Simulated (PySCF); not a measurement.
C₅H₁₄BN.
Numbering: `[CH3:1][CH:2]([CH3:3])[BH:4][N:5]([CH3:6])[CH3:7]` (hydrogens: H8, H9, H10 on C1; H11 on C2; H12, H13, H14 on C3; H15 on B4; H16, H17, H18 on C6; H19, H20, H21 on C7)

The closed-shell SCF was solved with PySCF and density fitting under several settings on one GFN2-xTB geometry (grid level 2 and gas phase unless stated).

```
                            settings  basis functions  SCF cycles     E (Eh)  HOMO (eV)  LUMO (eV)  dipole (D)
                       PBE0/pcSseg-1              189          13  -278.2069      -7.28       0.59        1.77
                      PBE0/def2-SVPD              252          13  -278.0587      -7.30       0.39        1.59
     PBE0/def2-SVPD, IEF-PCM acetone              252          12  -278.0613      -7.17       0.38        2.15
    PBE0/IGLO-II, start guess huckel              238          11  -278.3119      -7.25       0.53        1.65
         PW91/6-311G**, grid level 1              210          11  -278.5215      -6.05      -0.37        1.78
BHandHLYP/6-31G*, level shift 0.3 Eh              126          12  -278.4098      -8.26       2.21        1.59
```

Question: Estimate the rows for these settings: (1) wB97X/ANO-RCC-VDZP, grid level 1; (2) PBE0/3-21G; (3) wB97X-D/pcSseg-1, start guess huckel.

Answer: 
| settings | basis functions | SCF cycles | E (Eh) | HOMO (eV) | LUMO (eV) | dipole (D) |
| --- | --- | --- | --- | --- | --- | --- |
| wB97X/ANO-RCC-VDZP, grid level 1 | 168 | 10 | -278.6055 | -9.54 | 2.11 | 1.60 |
| PBE0/3-21G | 91 | 12 | -276.7366 | -7.03 | 1.20 | 1.94 |
| wB97X-D/pcSseg-1, start guess huckel | 189 | 11 | -278.4689 | -9.14 | 2.43 | 1.75 |

Question: Over all rows, what range does the HOMO–LUMO gap span?

Answer: From 5.68 eV (PW91/6-311G**, grid level 1) to 11.65 eV (wB97X/ANO-RCC-VDZP, grid level 1). The functional of the narrowest has no exact exchange, that of the widest range-separated exact exchange.

Question: And the dipole moment?

Answer: From 1.59 D to 2.15 D; the largest is 1.35 times the smallest, and the median is 1.75 D.

Question: Compare two rows with the functional PBE0: PBE0/3-21G and PBE0/pcSseg-1. Which energy is lower, and by how much?

Answer: PBE0/pcSseg-1 (189 functions) lies 1.4703 Eh or 923 kcal/mol below PBE0/3-21G (91 functions).

wB97X-D ran without the empirical dispersion term, which would shift the total energy alone. Cycle counts include a coarse-grid stage where the run had one. All basis functions are spherical, in the Pople sets too. ANO-RCC sets were contracted for a scalar-relativistic Hamiltonian, but ran non-relativistically here. The species at its GFN2-xTB geometry (one conformer only).

Shape of the structure used: `[CH3:1][CH:2]([CH3:3])[BH:4][N:5]([CH3:6])[CH3:7]`: C1–C2–B4–N5 -63°, C2–B4–N5–C6 180°.
